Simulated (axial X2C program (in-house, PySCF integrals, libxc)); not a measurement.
CoH⁻ along the bond: HF, two-component

All values were computed with an in-house relativistic program for diatomic molecules. Two-component (2c) means X2C with spin–orbit coupling and atomic mean-field two-electron Coulomb and Gaunt terms. Basis: Co dyall-acv3z [10s11p7d4f2g], H dyall-av3z [7s3p2d] (cores contracted in-house); Gaussian nuclei, density fitting, unrestricted open shells. Masses: Co 58.933 u, H 1.008 u.

State: Ω = 9/2 (⟨Sz⟩ = 1.64, ⟨Lz⟩ = 2.86 at HF). Dipoles are positive if H is the positive end and refer to the centre of mass.

Results along the bond:

```tsv
R (Å)	μ (D)	HOMO (eV)	LUMO (eV)
1.382	5.254	0.14	2.03
1.445	5.560	0.11	2.05
1.493	5.418	0.07	2.07
1.540	4.637	-0.03	2.11
1.588	3.821	-0.16	2.15
1.644	3.273	-0.27	2.17
1.699	2.824	-0.36	2.18
1.771	2.276	-0.45	2.20
1.858	1.604	-0.56	2.21
1.985	0.598	-0.70	2.23
```

One determinant describes the state; a PBE0 search over occupations chose it and may have missed a lower one. The highest occupied level is positive at some bond lengths even in Hartree–Fock (under at least one Hamiltonian), so the basis set holds the extra electron there; where that holds at Re the anion is at best weakly bound and its constants depend on the basis. With several unpaired electrons one determinant need not be a pure state. A state of lower Ω lies just above, and one determinant can place such states too high, so the state shown need not be the lowest. The search has Ω = 5/2 only 0.10 eV up. The lowest spin-free determinant has another configuration (M_S = 3/2, Λ = 2), so the order of states is uncertain and this need not be the ground state. The LUMO of an anion is an unbound level whose energy the basis sets.
